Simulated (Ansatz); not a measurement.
Geometry optimisation, RHF/def2-SVP (Ansatz 0.2.0).

The input (input.yaml):

```yaml
crystal:
  periodic: [false, false, false]
  atoms:
    - { symbol: W, position_ang: [0.0, 0.0, 0.0] }
    - { symbol: Cl, position_ang: [0.0, 0.0, 2.39] }
    - { symbol: Cl, position_ang: [2.39, 0.0, 0.0] }
    - { symbol: Cl, position_ang: [0.0, 2.39, 0.0] }
    - { symbol: H, position_ang: [-1.72, 0.0, 0.0] }
    - { symbol: Cl, position_ang: [0.0, -2.39, 0.0] }
    - { symbol: Cl, position_ang: [0.0, 0.0, -2.39] }
basis:
  gaussian: { orbitals: def2-SVP }
hamiltonian:
  xc: hf
relax:
  f_tol: 0.02
  max_steps: 40
```

Launched with:

```bash
$ ansatz run input.yaml --threads 4 --pin off --max-ram 5120MiB --backend cpu --events-out ev --progress --plain --runs-dir out
```

**Question.** Where does it end, and by what steps?

**Answer.** It converged. After 4 steps the energy has fallen by 0.867 eV; H5 moved furthest, 0.23 Å.

```json
{"step": "0", "energy less start (eV)": "0.0000", "largest force component (eV/Å)": "2.456", "accepted": "yes"}
{"step": "1", "energy less start (eV)": "-0.7328", "largest force component (eV/Å)": "1.046", "accepted": "yes"}
{"step": "2", "energy less start (eV)": "-0.8622", "largest force component (eV/Å)": "0.377", "accepted": "yes"}
{"step": "3", "energy less start (eV)": "-0.8665", "largest force component (eV/Å)": "0.091", "accepted": "yes"}
{"step": "4", "energy less start (eV)": "-0.8668", "largest force component (eV/Å)": "0.001", "accepted": "yes"}
```

```xyz
7
Properties=species:S:1:pos:R:3
W 0.195 0.000 0.000
Cl -0.146 0.000 2.263
Cl 2.546 0.000 0.000
Cl -0.146 2.263 0.000
H -1.486 0.000 0.000
Cl -0.146 -2.263 0.000
Cl -0.146 0.000 -2.263
```

Whether the end is a true minimum wasn't checked by a vibrational analysis.

The run took 13 s on 4 threads of Arm Neoverse V1, on a shared host, peak memory 0.46 GiB.
